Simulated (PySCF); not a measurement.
## Ionising MgCd

PBE0; basis Mg cc-pVDZ, Cd cc-pVDZ-PP with ECP28; scalar-relativistic core potentials; PySCF 2.14. Neutral (UKS): singlet (closed shell), Re = 3.528 Å, ωe = 65.1 cm⁻¹, De = 0.09 eV, HOMO -5.15 eV, LUMO -1.28 eV.

MgCd⁺ (UKS): doublet (σ ↑), Re = 2.926 Å, ωe = 168 cm⁻¹, De = 1.01 eV to Mg⁺ + Cd. The energies at the minima are -367.69123 hartree for MgCd and -367.44691 for MgCd⁺.

Question: Work out the adiabatic ionisation energy, without and with harmonic zero-point energies (1 hartree = 27.2114 eV, 1 eV = 8065.5 cm⁻¹), and the change of the bond length.

Answer: At PBE0: 0.24432 hartree = 6.648 eV between the minima; the zero-point term (168.0 − 65.1)/2 cm⁻¹ = +0.006 eV makes it 6.655 eV. Re changes by -60.2 pm against the neutral. Minus the HOMO energy is 5.15 eV, -1.50 eV from the value between the minima; self-interaction puts the Kohn–Sham level too high, less so with exact exchange. The electron leaves a σ orbital, and the shorter bond of the ion fits an antibonding orbital, or a change in how ionic the bond is.

Closed-shell solutions of metal pairs were not tested for spin polarisation, which can lower them a little. Weak bonds: MgCd. Basis-set superposition, not corrected here, can be much of De in a small basis, most of all at correlated wavefunction levels. Spin–orbit coupling is left out. For an ion De counts to the pair picked by the measured ionisation energies or electron affinities, which need not be the lowest pair at this level. States were picked by a PBE0 search and need not be the measured ground states.
